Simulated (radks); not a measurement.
All-electron atom: Sc XII in [Ne].

Calculated with a radial shooting solver on a logarithmic mesh with Libxc functionals: Dirac Kohn-Sham, PBE, spin-unpolarised, spherical densities, point nucleus.

Energy parts (eV):
total: -19518.404
kinetic: 19704.049
electron-nucleus: -43381.711
Hartree: 5024.988
exchange-correlation: -865.730

Orbitals (lengths in bohr, moments of r in powers of bohr; r(90%) holds 90 % of the orbital's charge):
1s1/2: occ. 2; eigenvalue (eV) -4678.687; r(90%) 0.130; <r^2> 0.007164; <r^4> 0.0001321
2s1/2: occ. 2; eigenvalue (eV) -736.2873; r(90%) 0.525; <r^2> 0.1350; <r^4> 0.03169
2p1/2: occ. 2; eigenvalue (eV) -655.9629; r(90%) 0.492; <r^2> 0.1105; <r^4> 0.02471
2p3/2: occ. 4; eigenvalue (eV) -651.1389; r(90%) 0.495; <r^2> 0.1121; <r^4> 0.02538
3s1/2: occ. 0; eigenvalue (eV) -261.0612; r(90%) 1.28; <r^2> 0.8865; <r^4> 1.156
3p1/2: occ. 0; eigenvalue (eV) -237.9743; r(90%) 1.31; <r^2> 0.8949; <r^4> 1.219
3p3/2: occ. 0; eigenvalue (eV) -236.9961; r(90%) 1.31; <r^2> 0.9024; <r^4> 1.239

The highest occupied level is 2p3/2 at -651.14 eV. Summed over all electrons, <r^2> = 0.9539 bohr^2, which gives a Langevin (diamagnetic) susceptibility term of -0.755 x 10^-6 cm^3/mol.
